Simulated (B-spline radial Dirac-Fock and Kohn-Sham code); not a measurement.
# Au³⁺: non-radiative channels of the 4s vacancy

System: gold as Au³⁺, configuration [Xe] 4f14 5d7 6s1 (not the ground configuration).

These are calculated numbers from a radial finite-basis atomic code; the model is one-electron (LDA, Dirac) transition rates at Dirac-Fock energies. Kinetic energies are configuration averages from the vacuum level; the two-hole energies are estimated from single-hole states.

```
transition  kinetic energy (eV)  width (meV)  share (%)
   N1-N3O1                    –          841        6.9
   N1-N3N6                49.37          966        8.0
   N1-N2O4                51.66          564        4.7
   N1-N2O5                53.68          936        7.7
   N1-N3N7                53.85         1410       11.6
   N1-N3O2                72.37          954        7.9
   N1-N3O3                90.67         1060        8.7
   N1-N3O4                149.1          585        4.8
   N1-N3O5                151.3          730        6.0
   N1-N4O1                    –          281        2.3
   N1-N5O1                    –          400        3.3
   N1-N4N7                    –          132        1.1
   N1-N5N6                263.2          153        1.3
   N1-N5N7                268.8          150        1.2
   N1-N4O3                    –          134        1.1
   N1-N5O2                285.9          158        1.3
   N1-N5O3                304.0          143        1.2
   N1-N6O1                    –          310        2.6
   N1-N7O1                    –          404        3.3
   N1-N6N6                516.5          143        1.2
   N1-N6N7                519.4          292        2.4
   N1-N7N7                523.8          237        2.0
   N1-N6O3                556.4          148        1.2
   N1-N7O3                560.1          165        1.4
```

A dash stands for an energy that rests on an unreliable hole state.

Coster-Kronig rates are the weakest part of this model and often come out 1.5 to 2.5 times too large. Super-Coster-Kronig decay this fast strains the one-particle picture, and such widths tend to come out too large. The listed channels hold 93 % of the non-radiative rate. Summed by principal shells, of 12.1 eV in all: NNO 66.7 %, NNN 30.0 %, NNP 1.8 %, NOO 1.4 %.
